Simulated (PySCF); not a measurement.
## Shapes and spin states of W₃

All numbers come from PBE0/[W def2-TZVP with ECP60], scalar-relativistic core potentials, density fitting, no spin–orbit coupling, PySCF.

Relaxations began from a few typed shapes and spin states; open shells are unrestricted. The search is not exhaustive: other isomers or separated fragments can lie lower, and high-lying points may rest on an excited occupation.

| spin | group | bonds | angles | imaginary modes (cm⁻¹) | ΔE (kJ/mol) | ΔE with ZPE (kJ/mol) |
| --- | --- | --- | --- | --- | --- | --- |
| singlet | C2v | W–W 2.210 Å (×2), W–W 2.394 Å | W–W–W 57.2° (×2), W–W–W 65.6° | none | 0.0 | 0.0 |
| quintet | C2v | W–W 2.283 Å (×2), W–W 2.431 Å | W–W–W 57.8° (×2), W–W–W 64.3° | none | 66.3 | 65.8 |
| broken-symmetry Ms = 1 (⟨S²⟩ 4.80) | D∞h | W–W 2.338 Å (×2) | W–W–W 180.0° | 52i | 325.9 | – |
| singlet | D∞h | W–W 2.162 Å (×2) | W–W–W 180.0° | 58i, 58i | 454.8 | – |

The lowest minimum found is the singlet C2v: W–W 2.210 Å (×2), W–W 2.394 Å; W–W–W 57.2° (×2), W–W–W 65.6°.

For the lowest minimum: stability towards spin polarisation was not tested. The small gap makes a closed-shell description doubtful. No spin–orbit coupling is included, which matters more the heavier the element.

The electron or spin density has lower symmetry than the nuclear frame for the broken-symmetry Ms = 1 (⟨S²⟩ 4.80) D∞h at 325.9 kJ/mol, singlet D∞h at 454.8 kJ/mol.
